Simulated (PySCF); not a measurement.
NMR data simulated for an unnamed compound:

1H NMR (500 MHz, computed): δ 3.98 (s, 6H), 1.46 (s, 2H), 0.34 (s, 3H).

13C{1H} NMR (computed): δ 124.5 (C), 53.4 (CH3), 3.5 (CH2), -5.4 (CH3).

Theory: coordinates at the GFN2-xTB level, PBE0/pcSseg-1 with gauge-including orbitals, in PySCF 2.14 (no solvent model, a single conformation, non-relativistic, averaged over atoms made equivalent by symmetry, fast rotation or ring inversion).

Chemical shifts δ = σref − σ; 1H and 13C vs TMS, all at this level.

**Question.** Which of these does the molecule contain: a Si–CH3 group, an OH group, an aldehyde, an NH or NH2 group, a nitrile?

**Answer.** 
- A Si–CH3 group: yes (δC -5.4; δH 0.34 (s)).
- An OH group: no.
- An aldehyde: no.
- An NH or NH2 group: no.
- A nitrile: yes (δC 124.5).

The data belong to SMILES CO[Si](C)(CC#N)OC, C₅H₁₁NO₂Si; they needn't prove each group on their own.

Carbon signals by region: 1 in the sp2 and nitrile region (100–160 ppm), 1 at 50–100 ppm, 2 below 50 ppm.

Shifts are as computed. Against solution values, carbons near 30 ppm lie about +3 ppm off and those near 130 ppm about +5 ppm. Of 1211 compounds with measured shifts, 218 miss one by over three times the rms of a fit or turn the order of signals round; such compounds aren't used in these exercises. No couplings were computed; multiplicities are counted from neighbouring protons, with m where these are inequivalent, close in shift, in a saturated or five-membered ring or joined by F or P, and br s for small geminal =CH2 splittings.
